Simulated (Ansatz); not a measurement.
Basis-set series for `[CH3][Al]([NH2])[SeH]`. The species carries charge 0 and has multiplicity 1. All single points use the PBE0-D4/def2-TZVP geometry. It is one conformer, not always the lowest.

```
functional       basis  functions  energy (Eh)  HOMO (eV)  LUMO (eV)
   PBE0-D4  def2-TZVPP        236  -2740.09026      -6.87       0.00
   PBE0-D4  def2-QZVPP        453  -2740.15452      -6.90      -0.28
   ωB97M-V  def2-TZVPP        236  -2740.39641      -9.03       1.44
   ωB97M-V  def2-QZVPP        453  -2740.45863      -9.06       0.95
```

Problem. Give the rows for def2-SVP. (Estimate.)

Solution. The calculation gave: 
```json
{"functional": "PBE0-D4", "basis": "def2-SVP", "functions": "108", "energy (Eh)": "-2739.59503", "HOMO (eV)": "-6.67", "LUMO (eV)": "0.30"}
{"functional": "ωB97M-V", "basis": "def2-SVP", "functions": "108", "energy (Eh)": "-2739.89706", "HOMO (eV)": "-8.82", "LUMO (eV)": "1.88"}
```

Positive LUMOs are unbound and depend on the basis. Scalar relativity is left out up to krypton.

Computed with Ansatz.
